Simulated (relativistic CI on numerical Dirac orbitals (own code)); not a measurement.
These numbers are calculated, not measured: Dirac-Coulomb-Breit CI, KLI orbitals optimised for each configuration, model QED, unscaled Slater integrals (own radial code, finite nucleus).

Configurations in the expansion (outside the closed core [Ne]): 3s2 3p6, 3s2 3p5 3d, 3s 3p6 3d, 3s2 3p5 4s, 3s2 3p5 4p, 3s2 3p5 4d, 3p6 3d 4p, 3s 3p6 4s, 3s2 3p5 4f, 3s 3p6 4p, 3s 3p6 4d, 3s 3p6 4f, 3s2 3p5 5s, 3s2 3p5 5p, 3s2 3p5 5d, 3s2 3p5 5f, 3s2 3p5 5g, 3s 3p6 5s, 3s 3p6 5p, 3s 3p6 5d, 3s 3p6 5f, 3p6 3d2, 3p5 3d3, 3p5 3d2 4s, 3p5 3d2 4p, 3p5 3d2 4d, 3p6 3d 4s, 3p5 3d 4s2, 3p5 3d 4s 4p, 3p5 3d 4s 4d, 3p6 4s2, 3p5 4s2 4p, 3p5 4s2 4d. Double excitations out of closed p, d and f shells are left out; levels of such configurations are missing from the list, as are those of other unlisted configurations, and high levels can miss mixing partners. These lack a partner that the ground configuration has and come out too high: 3s2 3p5 4f, 3s2 3p5 5s, 3s2 3p5 5p, 3s2 3p5 5d, 3s2 3p5 5f.

At this charge energies of transitions that change n are usually good to better than 1 %, and those within a shell (Δn = 0) to a few per cent.

Outline of the computed level scheme of Pr XLII. Lowest level of each configuration: 3s2 3p6 1S_0 at 0.00 eV; 3s2 3p5 3d 3P°_0 at 176.11 eV; 3s 3p6 3d 3D_1 at 458.32 eV; 3p6 3d2 3F_2 at 929.48 eV; 3p5 3d3 5F°_2 at 1104.79 eV.

Some strong electric-dipole decays among the lowest 45 levels: 3s2 3p5 3d 1P°_1 → 3s2 3p6 1S_0 (1.5e+12 s⁻¹); 3s 3p6 3d 3D_2 → 3s2 3p5 3d 3F°_3 (6.0e+11 s⁻¹); 3s 3p6 3d 3D_3 → 3s2 3p5 3d 3F°_4 (5.8e+11 s⁻¹); 3s 3p6 3d 3D_1 → 3s2 3p5 3d 3D°_2 (3.6e+11 s⁻¹); 3s2 3p5 3d 3D°_1 → 3s2 3p6 1S_0 (3.4e+11 s⁻¹); 3s 3p6 3d 3D_1 → 3s2 3p5 3d 3P°_1 (3.2e+11 s⁻¹); 3s 3p6 3d 3D_2 → 3s2 3p5 3d 3D°_2 (2.0e+11 s⁻¹); 3s 3p6 3d 3D_1 → 3s2 3p5 3d 3P°_0 (1.6e+11 s⁻¹).

LS names give the leading component of a level, which can be under half, so a name can repeat, a term be missing and a line seem to break the LS rules.
